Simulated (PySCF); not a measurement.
# How far are cheaper levels from CCSD(T)/CBS for HBr⁺?

PySCF; the state is a doublet (π ↑). The composite is CCSD(T) extrapolated to the basis-set limit from two correlation-consistent sets, with core-valence (CV) and scalar-relativistic (SR) terms as its label shows; it has no spin–orbit coupling and nothing beyond (T). Here it is CCSD(T)/CBS(TQ)+CV. It gives Re = 1.447 Å, ωe = 2446 cm⁻¹ and De = 4.08 eV to H + Br⁺.

| level | basis | relativity | Re (Å) | ωe (cm⁻¹) | De (eV) |
| --- | --- | --- | --- | --- | --- |
| UHF-MP2 | def2-TZVPPD | no relativity | 1.441 | 2530 | 3.91 |
| UHF-SCS-MP2 | pcseg-1 | no relativity | 1.452 | 2495 | 3.69 |
| UHF-CCSD | cc-pVTZ/cc-pVTZ-PP | scalar-relativistic core potentials | 1.441 | 2498 | 3.93 |
| BLYP | pcseg-1 | no relativity | 1.482 | 2309 | 4.11 |
| TPSSh | cc-pVTZ/cc-pVTZ-PP | scalar-relativistic core potentials | 1.458 | 2410 | 4.16 |
| TPSSh | def2-TZVPPD | no relativity | 1.456 | 2427 | 4.21 |
| B3LYP | def2-TZVPPD | no relativity | 1.459 | 2410 | 4.16 |
| r²SCAN0 | def2-TZVPPD | no relativity | 1.447 | 2488 | 4.12 |
| M06 | def2-TZVPPD | no relativity | 1.457 | 2440 | 4.07 |
| BHandHLYP | def2-TZVPPD | no relativity | 1.445 | 2506 | 4.03 |

**Question.** Give the difference of each row from the composite.

**Answer.** 

| level | basis | ΔRe (pm) | Δωe (%) | ΔDe (eV) |
| --- | --- | --- | --- | --- |
| UHF-MP2 | def2-TZVPPD | -0.6 | +3.4 | -0.17 |
| UHF-SCS-MP2 | pcseg-1 | +0.5 | +2.0 | -0.39 |
| UHF-CCSD | cc-pVTZ/cc-pVTZ-PP | -0.6 | +2.1 | -0.15 |
| BLYP | pcseg-1 | +3.5 | -5.6 | +0.03 |
| TPSSh | cc-pVTZ/cc-pVTZ-PP | +1.1 | -1.5 | +0.08 |
| TPSSh | def2-TZVPPD | +0.9 | -0.8 | +0.13 |
| B3LYP | def2-TZVPPD | +1.2 | -1.5 | +0.08 |
| r²SCAN0 | def2-TZVPPD | +0.0 | +1.7 | +0.04 |
| M06 | def2-TZVPPD | +1.0 | -0.2 | -0.01 |
| BHandHLYP | def2-TZVPPD | -0.2 | +2.5 | -0.05 |

**Question.** Which rows come closest in De?

**Answer.** M06 in def2-TZVPPD (-0.01 eV), counted from the composite.

Correlated steps freeze the inner cores (4 to 9 orbitals); shallow outer-core shells are correlated. Correlated levels converge slowly with the basis: in double zeta they bind strong bonds too weakly, by up to about 1 eV, and carry superposition errors of some tenths. Spin–orbit coupling is left out. For an ion De counts to the pair picked by the measured ionisation energies or electron affinities, which need not be the lowest pair at this level. Counting both spins, an empty level lies below a filled one in some of these solutions, because spin and occupation are held. The state is the lowest determinant that a PBE0 search found; another state may lie lower at other levels.
